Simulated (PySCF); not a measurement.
Te (SMILES [Te-]), charge -1, doublet (core potentials on Te) (in this run its highest filled SCF level lies above zero, so its values depend strongly on the basis, on diffuse functions most of all). Base run: B3LYP/def2-SVP (PySCF).

The PySCF input:
```python
from pyscf import gto, scf, dft

mol = gto.M(
    atom='''
Te    0.00000000    0.00000000    0.00000000
''',
    basis='def2-svp',
    ecp={'Te': 'def2-svp'},
    charge=-1,
    spin=1,
    verbose=4,
)

mf = dft.UKS(mol)
mf.xc = 'b3lyp'
mf.kernel()
mf.analyze()
```

Variants of this job, named by their change:

```
change                                                                                                                           basis functions       E (Eh)  HOMO (eV)
-------------------------------------------------------------------------------------------------------------------------------  ---------------  -----------  ---------
base                                                                                                                                          26   -268.12538       1.09
basis = x2c-SVPall; relativity = spin-free X2C; nucleus = Gaussian (with nucmod='G'; without ecp={'Te': 'def2-svp'})                          36  -6793.06680       1.59
basis = jorge-DZP-DKH; relativity = none (without ecp={'Te': 'def2-svp'})                                                                     48  -6545.05848       0.78
basis = Sapporo-DKH3-DZP-2012; relativity = none (without ecp={'Te': 'def2-svp'})                                                             52  -6406.54170      -0.13
basis = x2c-SVPall; relativity = spin-free X2C (without ecp={'Te': 'def2-svp'})                                                               36  -6793.22964       1.59
basis = x2c-SVPall; relativity = none (without ecp={'Te': 'def2-svp'})                                                                        36  -6443.22997       0.56
basis = Sapporo-DKH3-DZP-2012; relativity = spin-free X2C; nucleus = Gaussian (with nucmod='G'; without ecp={'Te': 'def2-svp'})               52  -6793.43122       0.39
basis = jorge-DZP-DKH; relativity = spin-free X2C; nucleus = Gaussian (with nucmod='G'; without ecp={'Te': 'def2-svp'})                       48  -6788.20552       1.01
basis = jorge-DZP-DKH; relativity = spin-free X2C (without ecp={'Te': 'def2-svp'})                                                            48  -6788.38948       1.01
basis = Sapporo-DKH3-DZP-2012; relativity = spin-free X2C (without ecp={'Te': 'def2-svp'})                                                    52  -6793.62322       0.39
```

Total energies compare only within one method and basis.

Open shells are given as the SCF converged; they aren't shown to be the lowest states, and a large step between rows can be another state.

Basis sets contracted for a relativistic Hamiltonian are a mismatch without it, so the rows without relativity aren't non-relativistic limits. No row has spin-orbit coupling; sets with core potentials leave out the core electrons.
